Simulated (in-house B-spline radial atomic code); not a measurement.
Ti¹⁸⁺. Computed with a B-spline radial atomic code. Model: all-electron spherical atom, spin shells full or empty, radial basis limit, no spin-orbit coupling: exact exchange with a local potential (Slater, KLI or optimised effective potential, whose far tail is KLI's), no correlation.

The run also made RPA and GW results, which its time includes.

The Slater potential averages the orbital exchange potentials with the orbital densities as weights, KLI adds orbital constants, and the optimised effective potential minimises the exact-exchange energy among local potentials. So their energies lie above Hartree-Fock in the order OEP, KLI, Slater. All fall off as −1/r, unlike LDA and GGA exchange.

Command:
```bash
python run_gw.py task.json out
```
Settings (lengths in bohr, energies in hartree):
```
Z                      22
electrons              4
configuration          [He] 2s2
hamiltonian            nr
method                 slater
lmax                   9
spin_polarised         False
box_radius             4.4
intervals              62
ion_configuration      [He] 2s1
```

Run time, properties included: 1.2 s on 1 thread of Intel(R) Xeon(R) 6975P-C (Granite Rapids), on a shared host.

Given: hamiltonian non-relativistic; mean-field start Slater potential.

Computed: energy above Hartree-Fock 11.785 millihartree; virial ratio -E/T less 1 -0.005438.

| radius (bohr) | r times exchange potential (hartree bohr) |
| --- | --- |
| 0.00227 | -0.051248 |
| 0.00267 | -0.060241 |
| 0.00315 | -0.071011 |
| 0.0037 | -0.083312 |
| 0.00435 | -0.097799 |
| 0.00512 | -0.11487 |
| 0.00602 | -0.13468 |
| 0.00709 | -0.15801 |
| 0.00834 | -0.18492 |
| 0.00981 | -0.21605 |
| 0.0115 | -0.25105 |
| 0.0136 | ? |
| 0.016 | -0.33977 |
| 0.0188 | -0.39137 |
| 0.0221 | -0.44849 |
| 0.026 | -0.51074 |
| 0.0306 | -0.57699 |
| 0.036 | -0.6453 |
| 0.0423 | ? |
| 0.0498 | -0.77923 |
| 0.0585 | -0.83901 |
| 0.0689 | -0.89108 |
| 0.081 | -0.92964 |
| 0.0953 | -0.9463 |
| 0.112 | -0.92077 |
| 0.132 | -0.83061 |
| 0.155 | -0.73162 |
| 0.183 | -0.71594 |
| 0.215 | -0.76999 |
| 0.253 | -0.84163 |
| 0.297 | -0.90395 |
| 0.349 | -0.94969 |
| 0.411 | -0.97801 |
| 0.484 | -0.99219 |
| 0.569 | -0.99781 |
| 0.669 | -0.99954 |
| 0.787 | -0.99993 |

(1) What belongs in the row 0.0136?

(2) What belongs in the row 0.0423?

```tsv
occupied	level (hartree)	Hartree-Fock level (hartree)
1s	-219.89	-220.25
2s	-49.18	-48.906
```

| empty | level (hartree) |
| --- | --- |
| 2p | -47.843 |
| 3s | -21.168 |
| 3p | -20.756 |
| 3d | ? |
| 4s | -11.739 |
| 4p | -11.567 |
| 4d | -11.347 |
| 4f | -11.286 |

(3) What belongs in the row 3d?

Answers

(1) r times exchange potential (hartree bohr): -0.29331.

(2) r times exchange potential (hartree bohr): -0.71314.

(3) level (hartree): -20.192.
